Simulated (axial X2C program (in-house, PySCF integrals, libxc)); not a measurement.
# Ionising the radicals of a process plasma

All values come from calculations with an in-house all-electron X2C program for linear molecules (integrals from PySCF), spin-free (one-electron X2C) or two-component (2c: spin–orbit coupling with atomic mean-field Coulomb and Gaunt terms, which also bring small scalar terms), in Dyall basis sets with cores contracted in-house; open shells are unrestricted.

Level CCSD(T), 2c. Basis sets: Al dyall-v3z, B dyall-v3z, C dyall-v3z, Cl dyall-av3z, Cu dyall-cv3z, F dyall-av3z, Ga dyall-cv3z, Ge dyall-cv3z, H dyall-v3z, S dyall-av3z, Si dyall-v3z. Frozen shells (counts by l): GeCl Ge 3s2p1d, Cl 2s1p, 11 electrons correlated; SiCl Cl 2s1p, Si 2s1p, 11 electrons correlated; GeF Ge 3s2p1d, F 1s, 11 electrons correlated; CuC Cu 3s2p, C 1s, 15 electrons correlated; GeC Ge 3s2p1d, C 1s, 8 electrons correlated; GaH Ga 3s2p, H none, 14 electrons correlated; AlCl Cl 2s1p, Al 2s1p, 10 electrons correlated; GaF Ga 3s2p1d, F 1s, 10 electrons correlated; BS S 2s1p, B 1s, 9 electrons correlated. Coupled cluster in natural virtuals with an MP2 remainder. Where the outer core of a metal is frozen, bonds come out longer and ionisation energies lower.

```
species                                      state                                 ion state  adiabatic IE with zero-point terms (eV)  D0 (eV)  D0 of the ion (eV)
   GeCl  Ω = 1/2 (⟨Sz⟩ = -0.50, ⟨Lz⟩ = 1.00 at HF)                      Ω = 0 (closed shell)                                     7.30      n/a                4.28
   SiCl  Ω = 1/2 (⟨Sz⟩ = -0.50, ⟨Lz⟩ = 1.00 at HF)                      Ω = 0 (closed shell)                                     7.30     4.13                4.90
    GeF  Ω = 1/2 (⟨Sz⟩ = -0.50, ⟨Lz⟩ = 1.00 at HF)                      Ω = 0 (closed shell)                                     7.40      n/a                5.51
    CuC   Ω = 3/2 (⟨Sz⟩ = 1.50, ⟨Lz⟩ = 0.00 at HF)    Ω = 2 (⟨Sz⟩ = 1.00, ⟨Lz⟩ = 1.00 at HF)                                     8.28      n/a                 n/a
    GeC     Ω = 2 (⟨Sz⟩ = 1.00, ⟨Lz⟩ = 1.00 at HF)  Ω = 3/2 (⟨Sz⟩ = 1.50, ⟨Lz⟩ = 0.00 at HF)                                     8.38      n/a                2.79
    GaH                       Ω = 0 (closed shell)  Ω = 1/2 (⟨Sz⟩ = 0.50, ⟨Lz⟩ = 0.00 at HF)                                     8.48      n/a                 n/a
   AlCl                       Ω = 0 (closed shell)  Ω = 1/2 (⟨Sz⟩ = 0.50, ⟨Lz⟩ = 0.00 at HF)                                     9.25     5.02                1.71
    GaF                       Ω = 0 (closed shell)  Ω = 1/2 (⟨Sz⟩ = 0.50, ⟨Lz⟩ = 0.00 at HF)                                    10.29     5.97                1.55
     BS   Ω = 1/2 (⟨Sz⟩ = 0.50, ⟨Lz⟩ = 0.00 at HF)    Ω = 2 (⟨Sz⟩ = 1.00, ⟨Lz⟩ = 1.00 at HF)                                    11.10     5.44                2.56
```

Q: Which of these can a metastable argon atom (³P2, 11.55 eV, NIST) ionise on energy grounds?

A: At CCSD(T), 2c, IE lies below 11.55 eV for GeCl, SiCl, GeF, CuC, GeC, GaH, AlCl, GaF, BS.

Q: Which of these can a metastable xenon atom (³P2, 8.32 eV, NIST) ionise on energy grounds?

A: At CCSD(T), 2c, IE lies below 8.32 eV for GeCl, SiCl, GeF, CuC. Within the error of the method (some tenths of an eV) the answer is open for CuC, GeC, GaH.

Q: Give the threshold for dissociative ionisation to the lowest fragments, IE + D0(ion).

A: At CCSD(T), 2c: GeCl → Ge+ + Cl: 11.58 eV; SiCl → Cl + Si+: 12.20 eV; GeF → Ge+ + F: 12.91 eV; GeC → Ge+ + C: 11.17 eV; AlCl → Cl + Al+: 10.96 eV; GaF → Ga+ + F: 11.84 eV; BS → S + B+: 13.66 eV.

Each entry is the lowest single determinant of a limited PBE0 search at one distance. De goes to single-determinant-based atoms at the same level (for ions the charge split of lowest energy) and is withheld (n/a) where an atom does not fit its ground term or J level. Main or longest-lived isotopes. One determinant is a doubtful description, or other states lie close, for CuC, CuC⁺, GeC, GeC⁺, BS, BS⁺; these need not be ground states, and all values refer to the states named. Some open-shell Ω = 0 determinants are out of reach, so the Ω given for CuC⁺, GeC, BS⁺ need not be the lowest component. With several unpaired electrons the Ω given is that of one determinant, not necessarily of the lowest component. Some light 2c atoms are not at their ground J level, so De misses part of their lowering (0.04 eV or less). These values were not checked against measured ones; errors of some tenths of an eV are usual, and D0 of doubtful transition-metal species is not given.
